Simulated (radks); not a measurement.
These are the eigenvalues of the occupied orbitals of an atom or ion with whole-number occupations (eV). All-electron calculation, non-relativistic Kohn-Sham, LDA (Slater exchange, Perdew-Wang correlation), spin-unpolarised, spherical densities, point nucleus. Program: a radial shooting solver on a logarithmic mesh with Libxc functionals.

1s: -27575.70
2s: -6197.617
2p: -6040.491

Which element is it, and in what charge state? The configuration may be excited.

Answer. Z = 47, silver, charge +40: Ag40+ in [He] 2s2 2p3. The list shows which subshells hold electrons but not how many an open one holds; the 1s level, -1013.4 hartree, gives Z - s = 45.0 by -(Z - s)^2/2, which with screening narrows Z to a few neighbours, and the depths of the outer levels then fix element, charge and occupations together.
